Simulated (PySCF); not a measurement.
C3H6Si (SMILES C#C[SiH2]C), singlet, at a GFN2-xTB geometry.

Here is a job for PySCF.
```python
from pyscf import gto, scf, dft, tdscf

mol = gto.M(
    atom='''
Si   -0.38899740   -0.58284897   -0.43516868
C    -1.78964912    0.15893730    0.60926038
C     1.17688432    0.31298191   -0.01682829
C     2.19112697    0.89712498    0.25772308
H    -0.65743343   -0.39586877   -1.86718525
H    -0.20448568   -2.00494994   -0.11693105
H    -1.58876616    0.05279494    1.67188466
H    -1.91687952    1.21840627    0.40400822
H    -2.73598435   -0.33319451    0.40172503
H     3.07933976    1.40843250    0.49792895
''',
    basis='6-31g',
    verbose=4,
)

mf = dft.RKS(mol)
mf.xc = 'm062x'
mf.kernel()
td = mf.TDDFT()
td.nstates = 5
td.kernel()
td.analyze()
```

### Question
Give the HOMO-LUMO gap at the level M062X/6-31G, TDDFT in PySCF.

### Answer
10.56 eV

### Question
What nuclear repulsion energy does M062X/6-31G, TDDFT give?

### Answer
137.2188 Eh

### Question
Give the HOMO energy at the level M062X/6-31G, TDDFT.

### Answer
-9.08 eV

### Question
Give the dipole moment at the level M062X/6-31G, TDDFT.

### Answer
0.59 D
